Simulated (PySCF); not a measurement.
CrO2F, SMILES [F][Cr+](=[O])=[O], charge +1, multiplicity 1.

Geometry optimised at B3LYP-D3(BJ)/def2-SVP. The spin state was assumed, not searched. The isomer is the one that the SMILES or the coordinates give; other isomers of the formula were not compared.

These are PySCF with PBE/def2-TZVPD values and carry that method's errors.

Computed frontier levels, gap, dipole moment and polarisability:
| Property | Value |
|---|---|
| highest occupied level | -15.75 eV |
| lowest empty level | -13.70 eV |
| orbital gap | 2.05 eV |
| dipole moment about the centre of nuclear charge | 3.07 D |
| mean static polarisability | 29.0 bohr³ (4.30 Å³) |
| polarisability, principal values | 17.0, 34.1, 35.9 bohr³ |
